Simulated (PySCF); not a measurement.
Level of theory: B3LYP-D3(BJ)/def2-TZVP // PBE-D3(BJ)/def2-SVP (PySCF). Gas-phase values, no solvent. One relaxed conformer stands for a flexible species; it need not be the lowest. B3LYP has the VWN-RPA correlation part, as in Gaussian. 

Reference species: [Zr(Cl)4] (neutral, multiplicity 1).

- HOMO: -9.43 eV
- charge on the central atom (Mulliken): 1.32 e
- HOMO–LUMO gap: 6.46 eV

Changed species: [Zr(Cl)2(OH)2] (2 of 4 Cl replaced by OH; the reference has 0 of 4 Cl replaced by OH).

Question: Predict the effect on the HOMO, charge on the central atom (Mulliken) and HOMO–LUMO gap.

Answer: the HOMO rises by 0.79 eV, to -8.64 eV; the charge on the central atom (Mulliken) increases by 0.28 e, to 1.60 e; the HOMO–LUMO gap rises by 0.60 eV, to 7.06 eV.
